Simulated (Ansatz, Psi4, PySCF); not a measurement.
FK, charge -1, doublet, at the geometry of the source list (a state made from the parent by changing its charge; the spin is typed, not shown lowest) (in this run its highest filled SCF level lies above zero, so its values depend strongly on the basis, on diffuse functions most of all), atoms displaced at random by about 0.03 Å a coordinate. Base run: PySCF with HF/def2-SVP, gradient.

The PySCF input:
```python
from pyscf import gto, scf

mol = gto.Mole()
mol.atom = '''
    K    -0.52458789   -0.42389153   -0.73385778
    F     0.51769659    0.46537734    0.74939953
'''
mol.basis = 'def2-svp'
mol.charge = -1
mol.spin = 1
mol.verbose = 3
mol.build()

mf = scf.UHF(mol)
mf.kernel()
g = mf.nuc_grad_method()
grad = g.kernel()
```

Programs used: Ansatz (an electronic-structure program), Psi4, PySCF; a row that names a program was run with it.

The coordinate followed is y of atom 1.

The base run was repeated with changes; each row names its change, and settings that it needs were set with it.

```tsv
change	dE/dx (Eh/bohr)	net force (Eh/bohr)
base	0.025548	0.000000
code = ansatz	0.025549	0.000000
finite difference step (bohr) = 1e-3; conv_tol = 1e-11	0.025548	-
density fitting = on; auxbasis_response = off	0.025402	0.000609
finite difference step (bohr) = 0.05; conv_tol = 1e-11	0.025538	-
code = psi4	0.025568	0.000000
finite difference step (bohr) = 1e-5; conv_tol = 1e-11	0.025548	-
density fitting = on	0.025568	0.000000
finite difference step (bohr) = 1e-4; conv_tol = 1e-11	0.025548	-
finite difference step (bohr) = 0.01; conv_tol = 1e-11	0.025548	-
conv_tol = 1e-6	0.025552	0.000000
conv_tol = 1e-11	0.025548	0.000000
```

The net force is zero for an exact gradient.

Open shells are given as the SCF converged; they aren't shown to be the lowest states, and a large step between rows can be another state.
